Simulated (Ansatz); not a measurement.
Two isomers of C3H9BO: A = `CC(C)BO`, B = `CBCCO`.

Calculated with Ansatz (gas phase, PBE0-D4/def2-TZVP geometries, no zero-point term in ΔE). CBS: MP2 limit from def2 TZ/QZ plus the TZ coupled-cluster correction, frozen cores. DFT in def2-TZVPP. One conformer a species, not always the lowest.

Question: Which is lower in electronic energy at CCSD(T)/CBS, and by how much? (An estimate is asked.)

Answer: The calculation gave: A, by 173.6 kJ/mol.

Question: Give E(B) − E(A) in kJ/mol with MP2/def2-TZVPP, PBE0-D4, CCSD(T)/def2-SVP, PBE-D4, CCSD(T)/def2-TZVPP, CCSD/def2-TZVPP, LDA (SPW92). (Estimate.)

Answer: The calculation gave: MP2/def2-TZVPP 181.2, PBE0-D4 166.8, CCSD(T)/def2-SVP 192.0, PBE-D4 165.9, CCSD(T)/def2-TZVPP 175.3, CCSD/def2-TZVPP 173.7, LDA (SPW92) 168.8. None reverses the order clearly.

Question: Does the order hold for the free energy at 298.15 K (harmonic terms from PBE0-D4)? (An estimate is asked.)

Answer: The calculation gave: Yes: G(B) − G(A) = +164.0 kJ/mol, for one conformer each. Modes under 60 cm⁻¹, often nearly free rotors, make the harmonic entropy too high.

Largest T1 diagnostic: 0.011.

Leaving LDA and LC-ωPBE aside and taking each functional with its dispersion term where it has one, the values, not all of them listed here, spread over 6.9 kJ/mol, from PBE-D4 to PBE-QIDH. LDA lies +4.2 kJ/mol from PBE without D4. In def2-TZVPP, CCSD(T) changes the Hartree–Fock value by +8.6 kJ/mol (the triples alone add +1.6 kJ/mol) and MP2 by +14.5 kJ/mol.
